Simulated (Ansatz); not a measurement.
Reactions of CH$_{3}$ClO$_{2}$Si (`O[SiH]1OC1Cl`).

Computed with Ansatz on PBE0-D4/def2-TZVP structures; ΔE is electronic, products minus reactants. CBS: MP2 limit from def2 TZ/QZ plus the TZ coupled-cluster correction, frozen cores. This one scheme is used for every species, atoms too. Functionals use def2-TZVPP. Open shells (•) are unrestricted, without spin–orbit coupling. Spin–orbit coupling would lower the free atoms: a little for C, Cl, O, Si. One conformer a species, not always the lowest.

```tsv
reaction	HF/CBS(def2) (kcal/mol)	ωB97M-V (kcal/mol)
`O[Si@@H]1O[C@@H]1Cl` → `ClC1O[SiH2]O1`	-10.1	-4.0
`O[Si@@H]1O[C@@H]1Cl` + H–F → `F[Si@H]1O[C@@H]1Cl` + H₂O	-7.3	-5.8
`O[Si@@H]1O[C@@H]1Cl` + H–F → `O[Si@H]1O[C@H]1F` + HCl	-1.2	1.8
`O[Si@@H]1O[C@@H]1Cl` + H₂ → `ClC1O[SiH2]1` + H₂O	22.2	24.0
`O[Si@@H]1O[C@@H]1Cl` → C• + Cl• + 3 H• + 2 O• + Si•	480.5	715.8
```

**Question.** Give the CCSD(T)/CBS values in the same order. (Estimate.)

**Answer.** Computed: -3.3, -5.6, 4.4, 23.1, 714.3 kcal/mol.

Largest T1 diagnostic: 0.014, for `ClC1O[SiH2]1`.
